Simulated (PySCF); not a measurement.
Predicted microwave data (PBE0/pcSseg-1 in PySCF (dipole) on a GFN2-xTB geometry, gas phase) for one isomer of C6H10FNSi:

| Item | Value |
| --- | --- |
| Rotational constants | A = 2628, B = 787.8, C = 740.1 MHz |
| Dipole components | \|μa\| = 4.57 D, \|μb\| = 1.20 D, \|μc\| = 2.83 D |
| Inertial defect | -151.05 u·Å² |
| κ | -0.95 |

**Question.** Which structure is it? (One computed conformer of each.)
A. `[N:1]#[C:2][C@@:3]1([F:4])[CH2:5][CH2:6][CH2:7][CH2:8][SiH2:9]1` with C2–C3–C5–C6 64°, C3–C5–C6–C7 69°, C5–C6–C7–C8 -69°, C6–C7–C8–Si9 58°
B. `[CH3:1][Si@@H:2]1[CH2:3][CH2:4][CH2:5][C@:6]1([F:7])[C:8]#[N:9]` with C1–Si2–C3–C4 -131°, Si2–C3–C4–C5 40°, C3–C4–C5–C6 -51°, C4–C5–C6–F7 -79°
C. `[CH3:1][CH2:2][Si@@H:3]1[CH2:4][C@H:5]([C:6]#[N:7])[C@@H:8]1[F:9]` with C1–C2–Si3–C4 -84°, C2–Si3–C4–C5 -121°, Si3–C4–C5–C6 135°, C4–C5–C8–F9 103°, C2–Si3–C8–C5 125°
D. `[CH3:1][CH2:2][C@@H:3]1[CH2:4][C@H:5]([C:6]#[N:7])[Si@H:8]1[F:9]` with C1–C2–C3–C4 -67°, C2–C3–C4–C5 -135°, C3–C4–C5–C6 132°, C4–C5–Si8–F9 -122°, C2–C3–Si8–C5 129°
E. `[CH3:1][C@H:2]([SiH3:3])/[C:4]([C:5]#[N:6])=[CH:7]/[CH2:8][F:9]` with C1–C2–C4–C5 49°, C4–C7–C8–F9 150°
F. `[N:1]#[C:2][CH2:3]/[CH:4]=[CH:5]\[CH2:6][SiH2:7][CH2:8][F:9]` with C2–C3–C4–C5 116°, C4–C5–C6–Si7 -95°, C5–C6–Si7–C8 73°, C6–Si7–C8–F9 52°

**Answer.** C. It is CC[Si@@H]1C[C@H](C#N)[C@@H]1F, a near-prolate asymmetric top, point group C1. The candidates at the same level (rigid rotor, commonest isotopes):

| SMILES | A (MHz) | B (MHz) | C (MHz) | μa (D) | μb (D) | μc (D) | Δ (u·Å²) | point group | rotor |
| --- | --- | --- | --- | --- | --- | --- | --- | --- | --- |
| N#CC/C=C\C[SiH2]CF | 1664 | 1054 | 751.6 | 2.56 | 3.01 | 0.72 | -110.95 | C1 | asymmetric top |
| C[Si@@H]1CCC[C@]1(F)C#N | 1652 | 1365 | 977.7 | 4.36 | 0.69 | 0.69 | -159.25 | C1 | asymmetric top |
| N#C[C@@]1(F)CCCC[SiH2]1 | 1779 | 1206 | 1097 | 4.04 | 0.51 | 1.56 | -242.49 | C1 | asymmetric top |
| CC[C@@H]1C[C@H](C#N)[Si@H]1F | 1627 | 1004 | 696.4 | 3.94 | 1.23 | 0.96 | -88.27 | C1 | asymmetric top |
| C[C@H]([SiH3])/C(C#N)=C/CF | 1893 | 756.1 | 666.8 | 1.18 | 1.91 | 2.31 | -177.50 | C1 | asymmetric top |
| CC[Si@@H]1C[C@H](C#N)[C@@H]1F | 2628 | 787.8 | 740.1 | 4.57 | 1.20 | 2.83 | -151.05 | C1 | near-prolate asymmetric top |

`CC[C@@H]1C[C@H](C#N)[Si@H]1F` has A 38 % too low; `N#C[C@@]1(F)CCCC[SiH2]1` has B 53 % too high; `N#CC/C=C\C[SiH2]CF` has A 37 % too low; `C[Si@@H]1CCC[C@]1(F)C#N` has B 73 % too high; `C[C@H]([SiH3])/C(C#N)=C/CF` has A 28 % too low. No structure here is proved a minimum.
